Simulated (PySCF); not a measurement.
Isomers of C4H8Si, one GFN2-xTB conformer each. Single-point energies are computed at PBE0/pcSseg-1 (PySCF, gas phase, no added dispersion term), electronic only.

Question: Rank them by PBE0/pcSseg-1 energy, lowest first (kcal/mol).
A. `[SiH3][C@@H]1C=CC1`
B. `C=C1CC[SiH2]1`
C. `[CH2:1]=[CH:2][C@H:3]1[CH2:4][SiH2:5]1` with C1–C2–C3–C4 -22°
D. `CC#CC[SiH3]`

Answer: B (0.0), A (10.6), D (10.6), C (11.9).

As drawn, the lowest has a four-membered ring, which the highest lacks; the highest has a three-membered ring, which the lowest lacks. Neighbours under 2.5 kcal/mol apart ([SiH3][C@@H]1C=CC1 and CC#CC[SiH3]; CC#CC[SiH3] and C=C[C@H]1C[SiH2]1) can change places with a better method, another conformer or zero-point energy. GFN2-xTB itself gives, in the same order: 0.5, 0.0, 1.9, 16.7. GFN2-xTB puts [SiH3][C@@H]1C=CC1 lowest instead; measured from each level's own lowest isomer, the values differ by up to 10.6 kcal/mol ([SiH3][C@@H]1C=CC1: 0.0 against 10.6).

Question: Which frontier levels, dipoles and rotational constants go with these structures?

Answer: 
| SMILES | HOMO (eV, PBE0/pcSseg-1) | LUMO (eV) | dipole (D) | A, B, C (MHz) |
| --- | --- | --- | --- | --- |
| C=C1CC[SiH2]1 | -7.36 | -0.38 | 0.28 | 6121, 3824, 2494 |
| [SiH3][C@@H]1C=CC1 | -7.12 | 0.36 | 0.50 | 9264, 2707, 2402 |
| CC#CC[SiH3] | -6.95 | 0.78 | 0.34 | 12909, 1498, 1387 |
| C=C[C@H]1C[SiH2]1 | -6.29 | -0.21 | 0.80 | 7773, 2700, 2555 |

Question: As an exercise, what shares would exp(−E/RT) give at 1000 K from these electronic energies alone (no entropy, no degeneracies)?

Answer: RT = 1.987 kcal/mol: C=C1CC[SiH2]1 98.8 %, [SiH3][C@@H]1C=CC1 0.5 %, CC#CC[SiH3] 0.5 %, C=C[C@H]1C[SiH2]1 0.2 %.
